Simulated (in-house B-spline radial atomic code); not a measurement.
# TDHF excitations of Cd2+

Method: TDHF. Computed with a B-spline radial code for spherical atoms: linear response of the closed shell [Kr] 4d10 with bare exchange (time-dependent Hartree-Fock); scalar-relativistic (spin-free one-electron X2C), finite nucleus, no spin-orbit coupling, no double excitations, S, P, D and F terms only; shells from n = 2 respond. Only terms of natural parity with L up to 3 were computed.

Command:
```bash
python run_td.py task.json out
```
Settings (radii: box in bohr, nucleus in fm):
```
Z                        48
electrons                46
configuration            [Kr] 4d10
hamiltonian              x2c
method                   hf
box_radius               5.5
wall_radius              5.5
rms_radius               4.6087
intervals                66
```

Time taken, with all properties: 3.3 s on 1 thread of Arm Neoverse N1, with other jobs on the host.

Confined states, up to the first strongly mixed one, which can leave gaps near the end. Labels give the largest channel, * marks a mixed state, and oscillator strengths are full-response dipole values. Energies in eV:

| state | full response | Tamm-Dancoff | oscillator strength |
| --- | --- | --- | --- |
| 4d → 5s 3D | 10.951 | 10.999 | - |
| 4d → 5s 1D | 11.837 | 11.859 | - |
| 4d → 5p 3P | 17.754 | 17.813 | - |
| 4d → 5p 3F | 18.316 | 18.361 | - |
| 4d → 5p 1F | 18.815 | 18.825 | - |
| 4d → 5p 1P | 19.406 | 19.504 | 0.821 |
| 4d → 5d 3S | 27.772 | 27.851 | - |
| 4d → 5d 3D | 29.008 | 29.041 | - |
| 4d → 5d 1D | ? | ? | - |
| 4d → 5d 1S | 32.62 | 33.18 | - |
| 4d → 6s 3D | 33.36 | 33.38 | - |
| 4d → 6s 1D | ? | ? | - |
| 4d → 4f 3P | 33.79 | 33.82 | - |
| 4d → 4f 3F | 34.69 | 34.71 | - |
| 4d → 4f 1F | 35.10 | 35.11 | - |
| 4d → 4f 1P | 36.01 | 36.19 | 2.28 |

**Question.** Where does 4d → 5d 1D lie?

**Answer.** At 29.522 eV in full response, 29.539 eV in Tamm-Dancoff.

**Question.** Where does 4d → 6s 1D lie?

**Answer.** At 33.77 eV in full response, 33.78 eV in Tamm-Dancoff.

**Question.** How large is the singlet-triplet splitting of 4d → 5s (D terms) in Tamm-Dancoff?

**Answer.** 0.86 eV, from the unrounded values.

**Question.** What polarisabilities and dispersion coefficient does the method give?

**Answer.** Dipole 4.918 bohr³, quadrupole 17.3 bohr⁵, C6 24.79 hartree·bohr⁶ for two such species.
